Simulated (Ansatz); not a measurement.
MoO3⁺: single points at one geometry.

```yaml
crystal:
  periodic: [false, false, false]
  atoms:
    - {symbol: Mo, position_ang: [0.140660, 0.339573, 0.683363]}
    - {symbol: O, position_ang: [-1.184137, -0.413159, -0.399978]}
    - {symbol: O, position_ang: [-0.098772, -1.299193, -0.183784]}
    - {symbol: O, position_ang: [1.142239, 1.372789, -0.099601]}
basis:
  gaussian: {orbitals: def2-TZVPP, initial_orbitals: start.molden}
total_charge: 1
magnetization: {spin_polarized: true, initial_magnetization: 1}
correlation: {method: ccsd_t}
scf: {omitted_lower_state_checks: [starts, cluster_reference]}
output: {orbitals: {seedname: orbitals}}
```

The file start.molden holds the orbitals of an earlier run on this structure, at another level or in another basis.

```sh
$ ansatz run in.yaml --threads 4 --pin off --events-out ev --progress --plain --max-ram 3916MiB
```

Shortened log:

```
Functional definition: HF
1012 factors; integrals over basis functions are off by at most 1.1e-3 eV
mean field evaluation 1: about -7938.6377 eV, gradient 2.1e1 eV
mean field evaluation 2: about -7940.1031 eV, gradient 1.8e0 eV
mean field evaluation 4: about -7940.3378 eV, gradient 2.2e-1 eV
mean field evaluation 8: about -7940.3573 eV, gradient 1.3e-2 eV
mean field -7940.35718557 eV, -291.8027444021 hartree, gradient 5.0e-6 eV, S^2 1.440735; 0 other end points of the search recorded, 0 dependent functions left out
3 core orbitals not correlated: weight in the atoms' cores, before any rotation towards them, 1.000 or more for the frozen orbitals, at most 0.000 for the correlated occupied ones
reference -7940.35718557 eV, -291.8027444021 hartree; 16, 15 occupied and 130, 131 virtual orbitals, 1012 factors
second order -32.65339247 eV of doubles, -0.00000000 eV of singles
cycle   1  -29.43324149 eV  change     3.2e0 eV  update   2.9e-1
cycle   2  -31.22061144 eV  change    -1.8e0 eV  update   1.6e-1
cycle   3  -31.77426221 eV  change   -5.5e-1 eV  update   8.3e-2
cycle   4  -32.04385947 eV  change   -2.7e-1 eV  update   5.3e-2
cycle   5  -32.08337294 eV  change   -4.0e-2 eV  update   2.6e-2
cycle   6  -32.12608447 eV  change   -4.3e-2 eV  update   1.3e-2
cycle   7  -32.14840162 eV  change   -2.2e-2 eV  update   1.0e-2
cycle   8  -32.15149010 eV  change   -3.1e-3 eV  update   6.0e-3
cycle   9  -32.16071548 eV  change   -9.2e-3 eV  update   4.3e-3
cycle  10  -32.16088010 eV  change   -1.6e-4 eV  update   2.5e-3
cycle  11  -32.15649888 eV  change    4.4e-3 eV  update   1.9e-3
cycle  12  -32.15655029 eV  change   -5.1e-5 eV  update   1.2e-3
cycle  13  -32.15740896 eV  change   -8.6e-4 eV  update   8.0e-4
cycle  14  -32.15686888 eV  change    5.4e-4 eV  update   4.7e-4
cycle  15  -32.15829069 eV  change   -1.4e-3 eV  update   2.9e-4
cycle  16  -32.15816049 eV  change    1.3e-4 eV  update   1.9e-4
cycle  17  -32.15820420 eV  change   -4.4e-5 eV  update   1.2e-4
cycle  18  -32.15817262 eV  change    3.2e-5 eV  update   9.5e-5
cycle  19  -32.15810959 eV  change    6.3e-5 eV  update   4.8e-5
cycle  20  -32.15812122 eV  change   -1.2e-5 eV  update   3.0e-5
cycle  21  -32.15814835 eV  change   -2.7e-5 eV  update   1.5e-5
perturbative correction -2.11540848 eV, -0.0777398277 hartree
WARN: the results are in doubt because among natural orbitals full CI differs from the method by -0.117 eV
Total energy: -7974.63074239 eV, -293.0622743841 hartree
In doubt: among natural orbitals full CI differs from the method by -0.117 eV
Checks for a lower state left out: starts, cluster_reference
```

Run time 2 min (4 threads of Arm Neoverse V2 on a shared host), peak host memory 3.1 GiB.

First input, but with `gaussian: {orbitals: def2-TZVP, initial_orbitals: start.molden}`, `hamiltonian: {xc: pbe0, dispersion: d4}`, `scf: {omitted_lower_state_checks: [starts]}` and without the key `correlation` (abridged; 2.5 s):

```
Functional definition: PBE0
mean field evaluation 16: about -7982.5283 eV, gradient 7.6e-6 eV
mean field -7982.52829260 eV, -293.3525040011 hartree, gradient 7.6e-6 eV, S^2 0.767689
Total energy: -7982.59156777 eV, -293.3548293207 hartree
Checks for a lower state left out: starts
```

As the first input, with `gaussian: {orbitals: def2-TZVP, initial_orbitals: start.molden}`, `hamiltonian: {xc: pbe, dispersion: d4}`, `scf: {omitted_lower_state_checks: [starts]}`, `output: {forces: true, orbitals: {seedname: orbitals}}` and without the key `correlation` (abridged; 1.6 s):

```
Functional definition: PBE
mean field -7985.11608791 eV, -293.4476037245 hartree, gradient 5.2e-5 eV, S^2 0.761122
Total energy: -7985.19221898 eV, -293.4504014897 hartree
Atom 0 force    -0.349334    -0.222745     0.852964 eV/Å
Atom 1 force    -0.274591     0.009075    -0.210947 eV/Å
Atom 2 force     0.102138    -0.303340    -0.132098 eV/Å
Atom 3 force     0.521788     0.517010    -0.509919 eV/Å
Dipole moment:    -0.025311     0.198675     0.937904 e Å
Checks for a lower state left out: starts
```

The first input with `gaussian: {orbitals: def2-TZVP, initial_orbitals: start.molden}`, `hamiltonian: {xc: hf}`, `scf: {omitted_lower_state_checks: [starts]}` and without the key `correlation` (abridged; 1.8 s):

```
Functional definition: HF
mean field -7940.11516418 eV, -291.7938502801 hartree, gradient 9.3e-6 eV, S^2 1.485597
Total energy: -7940.11516418 eV, -291.7938502801 hartree
Checks for a lower state left out: starts
```

The first input with `gaussian: {orbitals: def2-TZVP, initial_orbitals: start.molden}`, `hamiltonian: {xc: r2scan, dispersion: d4}`, `scf: {omitted_lower_state_checks: [starts]}` and without the key `correlation` (abridged; 2.9 s):

```
Functional definition: r2SCAN
mean field -7988.02915867 eV, -293.5546571006 hartree, gradient 5.6e-5 eV, S^2 0.767224
Total energy: -7988.04529838 eV, -293.5552502240 hartree
Checks for a lower state left out: starts
```

The first input with `gaussian: {orbitals: def2-TZVP, initial_orbitals: start.molden}`, `hamiltonian: {xc: {name: B2PLYP}}`, `scf: {omitted_lower_state_checks: [starts]}` and without the key `correlation`, `output` (abridged; 3.2 s):

```
Functional definition: B2PLYP
mean field -7971.87818869 eV, -292.9611199013 hartree, gradient 6.0e-6 eV, S^2 0.782057
3 core orbitals not correlated: weight in the atoms' cores, before any rotation towards them, 1.000 or more for the frozen orbitals, at most 0.000 for the correlated occupied ones
second order -41.84434666 eV of doubles, -0.00000000 eV of singles
Total energy: -7983.17629687 eV, -293.3763177189 hartree
Checks for a lower state left out: starts
```

Geometry: B3LYP-D4/def2-TZVP.

In the def2 sets Mo takes a core potential; there is no spin–orbit coupling. Correlated methods freeze 3 core orbitals; core or outer-core shells of Mo are correlated, in sets that lack core-valence functions. The structure holds 1 bond(s) between oxygen atoms. At CCSD(T)/def2-TZVPP the program marks the result for the charge 1 doublet as doubtful (large difference). At CCSD(T)/def2-TZVPP T1 of the charge 1 doublet is large (up to 0.066), so the single-reference result is doubtful. At CCSD(T)/def2-TZVPP, HF/def2-TZVP the charge 1 doublet is spin-contaminated (final ⟨S²⟩ up to 1.49, 0.75 for a pure state). Another isomer (doublet) lies 0.88 eV lower at PBE0-D4/def2-TZVP; other spin states weren't run for this one.
